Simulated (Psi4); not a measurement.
HCl, charge +1, doublet, geometry from GFN2-xTB (a state made from the parent by changing its charge; the spin is typed, not shown lowest), with bond 2-1 at 1.3 times its length; HF/def2-SVP in Psi4.

Input for Psi4:
```
memory 2 GB

molecule mol {
1 2
Cl   -0.000000   -0.000000   -0.073934
H     0.000000    0.000000    1.656115
}

set {
  basis def2-svp
  reference uhf
  guess core
}

energy('scf')
print_variables()
```

Output, abridged:

```
   => Loading Basis Set <=

    Name: DEF2-SVP
    Role: ORBITAL
    Keyword: BASIS

         ---------------------------------------------------------
                                   SCF
               by Justin Turney, Rob Parrish, Andy Simmonett
                          and Daniel G. A. Smith
                              UHF Reference
         ---------------------------------------------------------

  ==> Geometry <==

    Molecular point group: c2v
    Full point group: C_inf_v

    Geometry (in Angstrom), charge = 1, multiplicity = 2:

       Center              X                  Y                   Z               Mass
    ------------   -----------------  -----------------  -----------------  -----------------
         CL           0.000000000000     0.000000000000    -0.048464360802    34.968852682000
         H            0.000000000000     0.000000000000     1.681584639198     1.007825032230

  Running in c2v symmetry.

  Rotational constants: A = ************  B =      5.74955  C =      5.74955 [cm^-1]
  Rotational constants: A = ************  B = 172367.31751  C = 172367.31751 [MHz]
  Nuclear repulsion =    5.199859993208285

  Charge       = 1
  Multiplicity = 2
  Electrons    = 17
  Nalpha       = 9
  Nbeta        = 8

  ==> Algorithm <==

  SCF Algorithm Type is DF.
  DIIS enabled.
  MOM disabled.
  Fractional occupation disabled.
  Guess Type is CORE.
  Energy threshold   = 1.00e-06
  Density threshold  = 1.00e-06
  Integral threshold = 1.00e-12

  ==> Primary Basis <==

  Basis Set: DEF2-SVP
    Blend: DEF2-SVP
    Number of shells: 11
    Number of basis functions: 23
    Number of Cartesian functions: 24
    Spherical Harmonics?: true
    Max angular momentum: 2

   => Loading Basis Set <=

    Name: (DEF2-SVP AUX)
    Role: JKFIT
    Keyword: DF_BASIS_SCF

  ==> Integral Setup <==

  SCF_SUBTYPE=INCORE selected. In-core MEM_DF algorithm will be used.
  Using in-core AOs.

  ==> MemDFJK: Density-Fitted J/K Matrices <==

    J tasked:                   Yes
    K tasked:                   Yes
    wK tasked:                   No
    Algorithm:                 Core
    Schwarz Cutoff:           1E-12
    Mask sparsity (%):       0.0000
    Fitting Condition:        1E-10

   => Auxiliary Basis Set <=

  Basis Set: (DEF2-SVP AUX)
    Blend: DEF2-UNIVERSAL-JKFIT
    Number of shells: 44
    Number of basis functions: 146
    Number of Cartesian functions: 175
    Spherical Harmonics?: true
    Max angular momentum: 4

  Minimum eigenvalue in the overlap matrix is 8.0153686586E-02.
  Reciprocal condition number of the overlap matrix is 3.0493477800E-02.
    Using symmetric orthogonalization.

  ==> Pre-Iterations <==

  SCF Guess: Core (One-Electron) Hamiltonian.

   -------------------------------------------------------
    Irrep   Nso     Nmo     Nalpha   Nbeta   Ndocc  Nsocc
   -------------------------------------------------------
     A1        12      12       5       5       5       0
     A2         1       1       0       0       0       0
     B1         5       5       2       2       2       0
     B2         5       5       2       1       1       1
   -------------------------------------------------------
    Total      23      23       9       8       8       1
   -------------------------------------------------------

  ==> Iterations <==

                           Total Energy        Delta E     RMS |[F,P]|

   @DF-UHF iter   1:  -455.05821569488046   -4.55058e+02   1.55081e-01 ADIIS
   @DF-UHF iter   2:  -458.70244442366851   -3.64423e+00   7.08510e-02 ADIIS/DIIS
   @DF-UHF iter   3:  -459.37666200790215   -6.74218e-01   2.83896e-02 ADIIS/DIIS
   @DF-UHF iter   4:  -459.46676776565801   -9.01058e-02   3.15309e-03 ADIIS/DIIS
   @DF-UHF iter   5:  -459.46852597213683   -1.75821e-03   8.31187e-04 ADIIS/DIIS
   @DF-UHF iter   6:  -459.46870662845953   -1.80656e-04   3.44683e-04 ADIIS/DIIS
   @DF-UHF iter   7:  -459.46877204137985   -6.54129e-05   2.82353e-04 ADIIS/DIIS
   @DF-UHF iter   8:  -459.46889199398771   -1.19953e-04   1.89544e-04 ADIIS/DIIS
   @DF-UHF iter   9:  -459.46897597986185   -8.39859e-05   6.90829e-05 DIIS
   @DF-UHF iter  10:  -459.46898460349843   -8.62364e-06   8.70012e-06 DIIS
   @DF-UHF iter  11:  -459.46898464307367   -3.95752e-08   2.02419e-06 DIIS
   @DF-UHF iter  12:  -459.46898464374357   -6.69900e-10   3.46475e-07 DIIS
  Energy and wave function converged.

  ==> Post-Iterations <==

   @Spin Contamination Metric:   2.818880205E-02
   @S^2 Expected:                7.500000000E-01
   @S^2 Observed:                7.781888020E-01
   @S   Expected:                5.000000000E-01
   @S   Observed:                5.000000000E-01

    Orbital Energies [Eh]
    ---------------------

    Alpha Occupied:

       1A1  -105.244549     2A1   -10.999236     1B2    -8.491247
       3A1    -8.470220     1B1    -8.464261     4A1    -1.497297
       2B2    -0.918810     5A1    -0.902235     2B1    -0.842473

    Alpha Virtual:

       6A1    -0.267291     7A1     0.275761     8A1     0.354593
       3B2     0.566932     9A1     0.583537     1A2     0.607590
       3B1     0.619678    10A1     0.637157     4B2     0.706876
       4B1     0.758695    11A1     0.886728     5B2     1.317756
       5B1     1.325014    12A1     1.755322

    Beta Occupied:

       1A1  -105.230819     2A1   -10.985493     1B1    -8.457228
       3A1    -8.456651     1B2    -8.439227     4A1    -1.362177
       5A1    -0.874949     2B1    -0.813456

    Beta Virtual:

       2B2    -0.351999     6A1    -0.274369     7A1     0.263665
       8A1     0.380182     3B1     0.638426     9A1     0.645779
       3B2     0.672999     1A2     0.707948    10A1     0.714881
       4B1     0.772010     4B2     0.815529    11A1     0.908842
       5B2     1.307369     5B1     1.308505    12A1     1.750807

    Final Occupation by Irrep:
             A1    A2    B1    B2
    DOCC [     5,    0,    2,    1 ]
    SOCC [     0,    0,    0,    1 ]
    NA   [     5,    0,    2,    2 ]
    NB   [     5,    0,    2,    1 ]

  @DF-UHF Final Energy:  -459.46898464374357

   => Energetics <=

    Nuclear Repulsion Energy =              5.1998599932082845
    One-Electron Energy =                -638.8873760297256013
    Two-Electron Energy =                 174.2185313927737411
    Total Energy =                       -459.4689846437435676

  UHF NO Occupations:
  HONO-2 :    4 A1 1.9975213
  HONO-1 :    5 A1 1.9883631
  HONO-0 :    2 B2 1.0000000
  LUNO+0 :    6 A1 0.0116369
  LUNO+1 :    7 A1 0.0024787
  LUNO+2 :    3 B1 0.0000484
  LUNO+3 :    3 B2 0.0000012

Computation Completed

Properties will be evaluated at   0.000000,   0.000000,   0.000000 [a0]

Properties computed using the SCF density matrix

 Multipole Moments:

 ------------------------------------------------------------------------------------
     Multipole            Electronic (a.u.)      Nuclear  (a.u.)        Total (a.u.)
 ------------------------------------------------------------------------------------

 L = 1.  Multiply by 2.5417464519 to convert [e a0] to [Debye]
 Dipole X            :          0.0000000            0.0000000            0.0000000
 Dipole Y            :          0.0000000            0.0000000            0.0000000
 Dipole Z            :         -0.2508019            1.6208002            1.3699983
 Magnitude           :                                                    1.3699983

 ------------------------------------------------------------------------------------

  Variable Map:
  ----------------------------------------------------------------------------
  "CURRENT ENERGY"           =>    -459.468984643744
  "CURRENT REFERENCE ENERGY" =>    -459.468984643744
  "DD SOLVATION ENERGY"      =>       0.000000000000
  "HF KINETIC ENERGY"        =>     459.178548283255
  "HF POTENTIAL ENERGY"      =>    -918.647532926999
  "HF TOTAL ENERGY"          =>    -459.468984643744
  "HF VIRIAL RATIO"          =>       2.000632512912
  "NUCLEAR REPULSION ENERGY" =>       5.199859993208
  "ONE-ELECTRON ENERGY"      =>    -638.887376029726
  "PCM POLARIZATION ENERGY"  =>       0.000000000000
  "PE ENERGY"                =>       0.000000000000
  "SCF ITERATION ENERGY"     =>    -459.468984643744
  "SCF ITERATIONS"           =>      12.000000000000
  "SCF TOTAL ENERGY"         =>    -459.468984643744
  "TWO-ELECTRON ENERGY"      =>     174.218531392774

  Array Variable Map:
  ----------------------------------------------------------------------------
  "CURRENT DIPOLE"           =>       0.000000000000 ... 1.369998250001 1 by 3
  "SCF DIPOLE"               =>       0.000000000000 ... 1.369998250001 1 by 3
  "SCF TOTAL ENERGIES"       =>    -455.058215694880 ... -459.468984643744 1 by 12
```
